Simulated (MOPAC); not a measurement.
A run for MOPAC: PM6 on C5H10 (SMILES CC=C(C)C).

```
PM6 1SCF PRECISE CHARGE=0 THREADS=1
C5H10

C      1.99708051 1     0.57612456 1     0.39644090 1
C      0.91444938 1    -0.44021913 1     0.20661753 1
C     -0.37451226 1    -0.23417006 1    -0.06982627 1
C     -1.32469258 1    -1.38930462 1    -0.22681045 1
C     -1.00787326 1     1.11622563 1    -0.25044986 1
H      2.80301096 1     0.42449864 1    -0.32812366 1
H      1.64479774 1     1.60069508 1     0.29041094 1
H      2.44910819 1     0.48055472 1     1.38839165 1
H      1.23786263 1    -1.47306105 1     0.31086298 1
H     -2.14459257 1    -1.32241684 1     0.49562919 1
H     -0.82374674 1    -2.34709613 1    -0.08659662 1
H     -1.78470203 1    -1.38531383 1    -1.22029646 1
H     -0.30700652 1     1.93977484 1    -0.13566894 1
H     -1.81720316 1     1.25838700 1     0.47262716 1
H     -1.46198029 1     1.19532117 1    -1.24320808 1
```

Program output:

```
*******************************************************************************
 **                                                                           **
 **                              MOPAC v23.2.5                                **
 **                                                                           **
 *******************************************************************************
 ** MOPAC's Digital Object Identifier: https://doi.org/10.5281/zenodo.6511958 **
 **                                                                           **
 ** Please cite the open-source release paper for use of this MOPAC version:  **
 ** J. E. Moussa and J. J. P. Stewart (2026)                                  **
 ** MOPAC: An open-source semiempirical molecular orbital program             **
 ** J. Open Source Softw., 11(119), 8025, https://doi.org/10.21105/joss.08025 **
 *******************************************************************************

                              PM6 CALCULATION RESULTS

 *******************************************************************************
 *  PM6        - The PM6 Hamiltonian to be used
 *
 *
 *
 *                 CHARGE ON SYSTEM = 0
 *
 *
 *
 *  PRECISE    - TIGHTER CRITERIA TO BE USED
 *  1SCF       - DO 1 SCF AND THEN STOP
 *  THREADS=1  - MULTI-THREADING NOT USED
 *  T=         - A TIME OF 172800.0 SECONDS REQUESTED
 *  DUMP=N     - RESTART FILE WRITTEN EVERY 7200.0 SECONDS REQUESTED
 *******************************************************************************
PM6 1SCF PRECISE CHARGE=0 THREADS=1
 C5H10

   ATOM   CHEMICAL          X               Y               Z
  NUMBER   SYMBOL      (ANGSTROMS)     (ANGSTROMS)     (ANGSTROMS)

     1       C          1.99708051  *   0.57612456  *   0.39644090  *
     2       C          0.91444938  *  -0.44021913  *   0.20661753  *
     3       C         -0.37451226  *  -0.23417006  *  -0.06982627  *
     4       C         -1.32469258  *  -1.38930462  *  -0.22681045  *
     5       C         -1.00787326  *   1.11622563  *  -0.25044986  *
     6       H          2.80301096  *   0.42449864  *  -0.32812366  *
     7       H          1.64479774  *   1.60069508  *   0.29041094  *
     8       H          2.44910819  *   0.48055472  *   1.38839165  *
     9       H          1.23786263  *  -1.47306105  *   0.31086298  *
    10       H         -2.14459257  *  -1.32241684  *   0.49562919  *
    11       H         -0.82374674  *  -2.34709613  *  -0.08659662  *
    12       H         -1.78470203  *  -1.38531383  *  -1.22029646  *
    13       H         -0.30700652  *   1.93977484  *  -0.13566894  *
    14       H         -1.81720316  *   1.25838700  *   0.47262716  *
    15       H         -1.46198029  *   1.19532117  *  -1.24320808  *



          CARTESIAN COORDINATES

    NO.       ATOM           X           Y           Z

     1         C          1.9971      0.5761      0.3964
     2         C          0.9144     -0.4402      0.2066
     3         C         -0.3745     -0.2342     -0.0698
     4         C         -1.3247     -1.3893     -0.2268
     5         C         -1.0079      1.1162     -0.2504
     6         H          2.8030      0.4245     -0.3281
     7         H          1.6448      1.6007      0.2904
     8         H          2.4491      0.4806      1.3884
     9         H          1.2379     -1.4731      0.3109
    10         H         -2.1446     -1.3224      0.4956
    11         H         -0.8237     -2.3471     -0.0866
    12         H         -1.7847     -1.3853     -1.2203
    13         H         -0.3070      1.9398     -0.1357
    14         H         -1.8172      1.2584      0.4726
    15         H         -1.4620      1.1953     -1.2432

 General Reference for PM6:
 "Optimization of Parameters for Semiempirical Methods V: Modification of NDDO Approximations
 and Application to 70 Elements", J. J. P. Stewart, J. Mol. Mod., 13, 1173-1213 (2007)
 URL: https://link.springer.com/article/10.1007/s00894-007-0233-4

           Empirical Formula: C5 H10  =    15 atoms



      MOLECULAR POINT GROUP   :   Cs


      RHF CALCULATION, NO. OF DOUBLY OCCUPIED LEVELS = 15


 -------------------------------------------------------------------------------
 PM6 1SCF PRECISE CHARGE=0 THREADS=1
 C5H10



     1SCF WAS SPECIFIED, SO BFGS WAS NOT USED
     SCF FIELD WAS ACHIEVED


                              PM6 CALCULATION
                                                       MOPAC v23.2.5 Linux




          FINAL HEAT OF FORMATION =        -11.58295 KCAL/MOL =     -48.46305 KJ/MOL


          COSMO AREA              =        128.28 SQUARE ANGSTROMS
          COSMO VOLUME            =        115.73 CUBIC ANGSTROMS

          IONIZATION POTENTIAL    =          9.141400 EV
          HOMO LUMO ENERGIES (EV) =         -9.141  1.664
          NO. OF FILLED LEVELS    =         15
          MOLECULAR WEIGHT        =         70.1340         POINT GROUP:  Cs

          MOLECULAR DIMENSIONS (Angstroms)

            Atom       Atom       Distance
            H    12    H     8     5.31148
            H    13    H    11     3.88078
            H    10    H     6     3.26117


          SCF CALCULATIONS        =          1





   ATOM   CHEMICAL          X               Y               Z
  NUMBER   SYMBOL      (ANGSTROMS)     (ANGSTROMS)     (ANGSTROMS)

     1       C          1.99708051  *   0.57612456  *   0.39644090  *
     2       C          0.91444938  *  -0.44021913  *   0.20661753  *
     3       C         -0.37451226  *  -0.23417006  *  -0.06982627  *
     4       C         -1.32469258  *  -1.38930462  *  -0.22681045  *
     5       C         -1.00787326  *   1.11622563  *  -0.25044986  *
     6       H          2.80301096  *   0.42449864  *  -0.32812366  *
     7       H          1.64479774  *   1.60069508  *   0.29041094  *
     8       H          2.44910819  *   0.48055472  *   1.38839165  *
     9       H          1.23786263  *  -1.47306105  *   0.31086298  *
    10       H         -2.14459257  *  -1.32241684  *   0.49562919  *
    11       H         -0.82374674  *  -2.34709613  *  -0.08659662  *
    12       H         -1.78470203  *  -1.38531383  *  -1.22029646  *
    13       H         -0.30700652  *   1.93977484  *  -0.13566894  *
    14       H         -1.81720316  *   1.25838700  *   0.47262716  *
    15       H         -1.46198029  *   1.19532117  *  -1.24320808  *

                             CARTESIAN COORDINATES

   1    C        1.997080510     0.576124560     0.396440900
   2    C        0.914449380    -0.440219130     0.206617530
   3    C       -0.374512260    -0.234170060    -0.069826270
   4    C       -1.324692580    -1.389304620    -0.226810450
   5    C       -1.007873260     1.116225630    -0.250449860
   6    H        2.803010960     0.424498640    -0.328123660
   7    H        1.644797740     1.600695080     0.290410940
   8    H        2.449108190     0.480554720     1.388391650
   9    H        1.237862630    -1.473061050     0.310862980
  10    H       -2.144592570    -1.322416840     0.495629190
  11    H       -0.823746740    -2.347096130    -0.086596620
  12    H       -1.784702030    -1.385313830    -1.220296460
  13    H       -0.307006520     1.939774840    -0.135668940
  14    H       -1.817203160     1.258387000     0.472627160
  15    H       -1.461980290     1.195321170    -1.243208080


           Empirical Formula: C5 H10  =    15 atoms



      MOLECULAR POINT GROUP   :   Cs


                  EIGENVALUES
 -28.53212 -26.03231 -24.55821 -22.36552 -17.71876 -15.65673 -14.90249 -14.79817
 -13.73743 -13.22087 -13.09171 -12.80076 -12.22469 -11.59421  -9.14140   1.66373
   4.11275   4.56939   5.23803   5.68127   5.81896   5.83919   5.86204   5.98014
   6.00907   6.48628   6.58656   6.82351   6.89888   7.17348


              NET ATOMIC CHARGES AND DIPOLE CONTRIBUTIONS

  ATOM NO.   TYPE          CHARGE      No. of ELECS.   s-Pop       p-Pop
    1          C          -0.431801        4.4318     1.07200     3.35980
    2          C          -0.230242        4.2302     1.10190     3.12834
    3          C           0.113348        3.8867     1.08452     2.80213
    4          C          -0.501590        4.5016     1.08334     3.41825
    5          C          -0.493439        4.4934     1.08062     3.41282
    6          H           0.149893        0.8501     0.85011
    7          H           0.147130        0.8529     0.85287
    8          H           0.149847        0.8502     0.85015
    9          H           0.141156        0.8588     0.85884
   10          H           0.160785        0.8392     0.83921
   11          H           0.157689        0.8423     0.84231
   12          H           0.160791        0.8392     0.83921
   13          H           0.158891        0.8411     0.84111
   14          H           0.158779        0.8412     0.84122
   15          H           0.158762        0.8412     0.84124
 DIPOLE           X         Y         Z       TOTAL
 POINT-CHG.    -0.388     0.133    -0.086     0.419
 HYBRID        -0.112     0.057    -0.025     0.128
 SUM           -0.500     0.190    -0.111     0.546


          ATOMIC ORBITAL ELECTRON POPULATIONS

     Atom    s        px        py        pz
    1  C   1.07200   1.09059   1.10762   1.16159
    2  C   1.10190   0.98601   1.05799   1.08434
    3  C   1.08452   0.93640   0.90646   0.95927
    4  C   1.08334   1.13263   1.10778   1.17784
    5  C   1.08062   1.15573   1.08296   1.17414
    6  H   0.85011
    7  H   0.85287
    8  H   0.85015
    9  H   0.85884
   10  H   0.83921
   11  H   0.84231
   12  H   0.83921
   13  H   0.84111
   14  H   0.84122
   15  H   0.84124

 **********************
 *                    *
 * JOB ENDED NORMALLY *
 *                    *
 **********************




 == MOPAC DONE ==
```

The run finished.

Cost: very roughly 0.020 core-seconds.
